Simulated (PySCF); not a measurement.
F3Sb (SMILES [F][Sb]([F])[F]), singlet, geometry from GFN2-xTB (core potentials on Sb), with bond 3-1 at 1.6 times its length; PBE0/def2-SVP (PySCF).

Here is a job for PySCF.
```python
from pyscf import gto, scf, dft

mol = gto.Mole()
mol.atom = '''
    Sb    0.00179571   -0.00268353    0.40263206
    F    -1.26106459   -0.92708194   -0.76113086
    F    -0.29195643    2.49806367   -1.44056496
    F     1.43268829   -0.61799484   -0.77108473
'''
mol.basis = 'def2-svp'
mol.ecp = {'Sb': 'def2-svp'}
mol.verbose = 4
mol.build()

mf = dft.RKS(mol)
mf.xc = 'pbe0'
mf.conv_tol = 1e-7
mf.kernel()
mf.analyze()
```

What the program printed (banner, timings and long lists left out):

```
PySCF version 2.14.0

[INPUT] verbose = 4
[INPUT] num. atoms = 4
[INPUT] num. electrons = 50
[INPUT] charge = 0
[INPUT] spin (= nelec alpha-beta = 2S) = 0
[INPUT] symmetry False subgroup None
[INPUT] Mole.unit = angstrom
[INPUT] Symbol           X                Y                Z      unit          X                Y                Z       unit  Magmom
[...]
nuclear repulsion = 186.89896449464
number of shells = 28
number of NR pGTOs = 133
number of NR cGTOs = 68
basis = def2-svp
ecp = {'Sb': 'def2-svp'}

******** <class 'pyscf.dft.rks.RKS'> ********
method = RKS
initial guess = minao
damping factor = 0
level_shift factor = 0
DIIS = <class 'pyscf.scf.diis.CDIIS'>
diis_start_cycle = 1
diis_space = 8
diis_damp = 0
SCF conv_tol = 1e-07
SCF conv_tol_grad = None
SCF max_cycles = 50
direct_scf = True
direct_scf_tol = 1e-13
XC library pyscf.dft.libxc version 7.1.2
    S. Lehtola, C. Steigemann, M. J. T. Oliveira, and M. A. L. Marques,  SoftwareX 7, 1–5 (2018)
XC functionals = pbe0
    C. Adamo and V. Barone,  J. Chem. Phys. 110, 6158 (1999)
    M. Ernzerhof and G. E. Scuseria,  J. Chem. Phys. 110, 5029 (1999)
radial grids:
    Treutler-Ahlrichs [JCP 102, 346 (1995); DOI:10.1063/1.469408] (M4) radial grids

becke partition: Becke, JCP 88, 2547 (1988); DOI:10.1063/1.454033
pruning grids: <function nwchem_prune>
grids dens level: 3
symmetrized grids: False
atomic radii adjust function: <function treutler_atomic_radii_adjust>
small_rho_cutoff = 0
Set gradient conv threshold to 0.000316228
Initial guess from minao.
tot grids = 64744
init E= -513.710538014568
[...]
cycle= 1 E= -534.086580534393  delta_E= -20.4  |g|= 3.75  |ddm|= 9.98
[...]
cycle= 2 E= -504.251639078661  delta_E= 29.8  |g|= 6.58  |ddm|= 13.1
[...]
cycle= 3 E= -538.10615333358  delta_E= -33.9  |g|= 2.23  |ddm|= 11.6
[...]
cycle= 4 E= -530.256421736853  delta_E= 7.85  |g|= 4.34  |ddm|= 4.38
[...]
cycle= 5 E= -538.841244336094  delta_E= -8.58  |g|= 1.36  |ddm|= 3.84
[...]
cycle= 6 E= -539.148883617421  delta_E= -0.308  |g|= 0.42  |ddm|= 1.11
[...]
cycle= 7 E= -539.180185256125  delta_E= -0.0313  |g|=  0.1  |ddm|= 0.371
[...]
cycle= 8 E= -539.182018981365  delta_E= -0.00183  |g|= 0.0445  |ddm|= 0.13
[...]
cycle= 9 E= -539.182595092263  delta_E= -0.000576  |g|= 0.00769  |ddm|= 0.0472
[...]
cycle= 10 E= -539.182619038571  delta_E= -2.39e-05  |g|= 0.0043  |ddm|= 0.0184
[...]
cycle= 11 E= -539.182629747332  delta_E= -1.07e-05  |g|= 0.00138  |ddm|= 0.0122
[...]
cycle= 12 E= -539.182631816181  delta_E= -2.07e-06  |g|= 0.000567  |ddm|= 0.00779
[...]
cycle= 13 E= -539.182631962059  delta_E= -1.46e-07  |g|= 0.000277  |ddm|= 0.00153
[...]
cycle= 14 E= -539.182631982144  delta_E= -2.01e-08  |g|= 3.96e-05  |ddm|= 0.000454
[...]
Extra cycle  E= -539.182631980468  delta_E= 1.68e-09  |g|= 0.000106  |ddm|= 0.000154
converged SCF energy = -539.182631980468
**** SCF Summaries ****
Total Energy =                        -539.182631980467590
Nuclear Repulsion Energy =             186.898964494639500
One-electron Energy =                -1210.239752703736940
Two-electron Energy =                  484.158156228629821
Two-electron Coulomb Energy =          534.598675461228027
DFT Exchange-Correlation Energy =      -50.440519232598199
HOMO-LUMO gap [eV] =                     2.824811461247823
**** MO energy ****
[...]
Dipole moment(X, Y, Z, Debye):  0.40199, -3.27945,  6.98530
```
